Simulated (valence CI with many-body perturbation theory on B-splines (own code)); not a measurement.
The numbers below are computed, except where a source is named.
Hyperfine factors and g values of Br¹²⁺

Method: relativistic CI+MBPT: five valence electrons over a frozen Dirac-Fock core [Ar], radial functions for each j: 7 s, 7 p, 8 d, 6 f, 4 g, 1 h, with the one-electron correlation potential Σ1 (screened to all orders), the two-electron term Σ2, the three-electron term Σ3, Breit, model QED; selected single and double excitations, second order for the rest, scaled by the run's own slope (own B-spline code, finite nucleus).

No measured spectrum was set against this ion. As an estimate, terms of the open shell hold to 2 to 4 % of their energy, and close levels can change places. Only levels of the ground parity were solved; by the run's estimate the other parity begins above the list, which can be wrong where configurations are misplaced.

A/g_I is the dipole constant over the nuclear g factor μ/I (μ in nuclear magnetons, uniformly magnetised nucleus), B/Q the quadrupole constant per barn. Both hold the static response of the core; the bare values leave it out. Large factors of s and p1/2 electrons are usually good to 5 to 10 %; those of open d and f shells near neutrality can be off by tens of per cent, and small factors of p3/2, d and f electrons come from cancelling terms and can be off by a factor of two or in sign, in half-filled shells by more. B is blank for J = 1/2, where it vanishes, and for nearly pure S terms. Energies count from the lowest level.

Names give the largest LS component (configuration and term), which can be under half, so a name can repeat, a term be missing and a line seem to break the LS rules; names also repeat where a configuration has a term twice. Letters in brackets count levels of one name in rising energy.

| Level | E (eV) | g | A/g_I (MHz) | A/g_I bare | B/Q (MHz/b) | B/Q bare |
| --- | --- | --- | --- | --- | --- | --- |
| 3d5 6S_5/2 | 0.000 | 1.995 | -524 | -10.0 |  |  |
| 3d5 4G_5/2 | 8.620 | 0.621 | 3270 | 3110 | 624 | 648 |
| 3d5 4G_11/2 | 8.725 | 1.268 | 2250 | 2410 | -65.7 | -62.3 |
| 3d5 4G_7/2 | 8.750 | 0.991 | 2430 | 2460 | 630 | 655 |
| 3d5 4G_9/2 | 8.805 | 1.171 | 2190 | 2300 | 501 | 522 |
| 3d5 4P_5/2 | 9.311 | 1.473 | 921 | 1180 | 2380 | 2450 |
| 3d5 4P_3/2 | 9.544 | 1.563 | 1620 | 1930 | 1630 | 1680 |
| 3d5 4P_1/2 | 9.824 | 2.261 | -2080 | -1440 |  |  |
| 3d5 4D_7/2 | 10.574 | 1.414 | 1300 | 1530 | 942 | 962 |
| 3d5 4D_1/2 | 10.956 | 0.398 | 5750 | 5490 |  |  |
| 3d5 4D_5/2 | 11.071 | 1.416 | 1610 | 1840 | -1470 | -1520 |
| 3d5 4D_3/2 | 11.126 | 1.341 | 2220 | 2420 | -1020 | -1050 |
| 3d5 2I_11/2 | 12.561 | 0.937 | 2880 | 2880 | 252 | 262 |
| 3d5 2I_13/2 | 12.785 | 1.076 | 2730 | 2790 | -16.8 | -14.5 |
| 3d5 2D_5/2 [a] | 13.258 | 1.075 | 2140 | 2210 | 836 | 866 |
| 3d5 2D_3/2 [a] | 13.695 | 0.702 | 4240 | 4130 | -58.7 | -57.9 |
| 3d5 2F_7/2 [a] | 14.051 | 1.147 | 2780 | 2880 | -1680 | -1740 |
| 3d5 4F_9/2 | 14.267 | 1.253 | 2000 | 2150 | -88.6 | -95.9 |
| 3d5 4F_5/2 | 14.605 | 1.008 | 2800 | 2840 | -1440 | -1490 |
| 3d5 4F_7/2 | 14.860 | 1.202 | 1870 | 2000 | -1130 | -1160 |
| 3d5 4F_3/2 | 15.098 | 0.519 | 4420 | 4220 | -410 | -421 |
| 3d5 2H_9/2 | 15.248 | 1.032 | 2670 | 2720 | 1050 | 1080 |
| 3d5 2F_5/2 [a] | 15.842 | 1.015 | 2210 | 2250 | 362 | 382 |
| 3d5 2G_7/2 [a] | 15.873 | 0.917 | 3490 | 3480 | -839 | -876 |
| 3d5 2H_11/2 | 15.949 | 1.078 | 2650 | 2720 | -231 | -240 |
| 3d5 2G_9/2 [a] | 16.513 | 1.065 | 2520 | 2580 | -767 | -799 |
| 3d5 2F_5/2 [b] | 16.888 | 0.888 | 2670 | 2650 | -564 | -575 |
| 3d5 2F_7/2 [b] | 17.056 | 1.144 | 2640 | 2740 | 1020 | 1060 |
| 3d5 2S_1/2 | 18.426 | 1.995 | -551 | -40.6 |  |  |
| 3d5 2D_3/2 [b] | 20.564 | 0.801 | 3370 | 3300 | -577 | -599 |
| 3d5 2D_5/2 [b] | 20.768 | 1.186 | 2220 | 2340 | -366 | -382 |
| 3d5 2G_9/2 [b] | 22.873 | 1.110 | 2440 | 2530 | -693 | -711 |
| 3d5 2G_7/2 [b] | 22.963 | 0.891 | 3310 | 3280 | 1020 | 1060 |
| 3d5 2P_3/2 | 27.506 | 1.307 | 2160 | 2340 | -1620 | -1680 |
| 3d5 2P_1/2 | 27.694 | 0.676 | 422 | 285 |  |  |
| 3d5 2D_5/2 [c] | 30.058 | 1.199 | 1890 | 2010 | -379 | -392 |
| 3d5 2D_3/2 [c] | 30.212 | 0.823 | 4490 | 4440 | 2060 | 2130 |

Question: Take the isotope of mass number 81, with I = 3/2, μ = 2.2686 μN and Q = 0.2579 b. What is the hyperfine structure of 3d5 4G_5/2?

Answer: From the table A = 4940 MHz, B = 161 MHz. Shifts from the centre of gravity in MHz: F = 1: -25800, F = 2: -16100, F = 3: -1320, F = 4: 18600.
